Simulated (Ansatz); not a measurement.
The input (input.yaml):

```yaml
crystal:
  periodic: [false, false, false]
  atoms:
    - { symbol: F, position_ang: [0.6205, 2.3101, 0.4229] }
    - { symbol: C, position_ang: [-0.1223, 1.1934, 0.1069] }
    - { symbol: "N", position_ang: [0.7001, 0.0429, 0.3641] }
    - { symbol: Al, position_ang: [-0.1215, -1.5815, -0.0367] }
    - { symbol: H, position_ang: [-0.4108, 1.2209, -0.9825] }
    - { symbol: H, position_ang: [-1.0306, 1.1736, 0.7408] }
    - { symbol: H, position_ang: [1.5813, 0.0931, -0.2631] }
    - { symbol: H, position_ang: [-0.7173, -1.8227, -1.5143] }
    - { symbol: H, position_ang: [-0.4109, -2.676, 1.1449] }
basis:
  gaussian: { orbitals: def2-SVP }
hamiltonian:
  xc: b3lyp
  dispersion: d4
relax:
  f_tol: 0.015
  max_steps: 40
```

Command:

```bash
$ ansatz run input.yaml --threads 1 --pin off --max-ram 2048MiB --backend cpu --events-out ev --progress --plain --runs-dir out
```

Hardware: 1 thread of Intel(R) Xeon(R) 6975P-C (Granite Rapids) (shared host).

Task: Roughly how long does this run take, and how much memory?

Result: 33 s, with a peak of 0.17 GiB, for 17 ionic steps.
